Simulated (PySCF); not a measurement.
## SMILES O=C/C=C\C=C\[O-], [C$_{5}$H$_{5}$O$_{2}$]-, charge -1

Geometry:
```json
{"atom": "O1", "x (Å)": "-3.146", "y (Å)": "0.459", "z (Å)": "0.682"}
{"atom": "C2", "x (Å)": "-1.926", "y (Å)": "0.490", "z (Å)": "0.520"}
{"atom": "C3", "x (Å)": "-1.129", "y (Å)": "-0.456", "z (Å)": "-0.184"}
{"atom": "C4", "x (Å)": "0.256", "y (Å)": "-0.390", "z (Å)": "-0.347"}
{"atom": "C5", "x (Å)": "1.208", "y (Å)": "0.532", "z (Å)": "0.084"}
{"atom": "C6", "x (Å)": "2.584", "y (Å)": "0.356", "z (Å)": "-0.227"}
{"atom": "O7", "x (Å)": "3.535", "y (Å)": "1.073", "z (Å)": "0.078"}
{"atom": "H8", "x (Å)": "-1.339", "y (Å)": "1.344", "z (Å)": "0.963"}
{"atom": "H9", "x (Å)": "-1.672", "y (Å)": "-1.299", "z (Å)": "-0.626"}
{"atom": "H10", "x (Å)": "0.691", "y (Å)": "-1.221", "z (Å)": "-0.927"}
{"atom": "H11", "x (Å)": "0.936", "y (Å)": "1.415", "z (Å)": "0.672"}
{"atom": "H12", "x (Å)": "2.770", "y (Å)": "-0.582", "z (Å)": "-0.837"}
```

Total charge -1.

Method: quadratic response CAM-B3LYP/def2-TZVPD first hyperpolarisability, Taylor convention, gas phase (PySCF). Geometry: PBE0-D3(BJ)/def2-SVP.

For a gas-phase anion, states above the detachment energy (about 2.4 eV, taken as minus the energy of the highest occupied orbital) lie in the continuum and depend on the basis.

Problem. Give the tensor of the second harmonic β(−2ω;ω,ω) at 1064 nm in the axes of these coordinates.

Solution. In au, Taylor convention; rows are the first index (the induced dipole):
|  | xx | yy | zz | xy | xz | yz |
| --- | --- | --- | --- | --- | --- | --- |
| x | -313.4 | +97.5 | +43.5 | -49.1 | +14.8 | +82.1 |
| y | -31.8 | +147.7 | +29.0 | +90.6 | +65.3 | +12.3 |
| z | +27.7 | +9.3 | +78.4 | +68.3 | +48.4 | +29.7 |

Norm of βᵢ = ⅓ Σⱼ (βᵢⱼⱼ + βⱼᵢⱼ + βⱼⱼᵢ): 244.8 au, hyper-Rayleigh value 154.1 au.
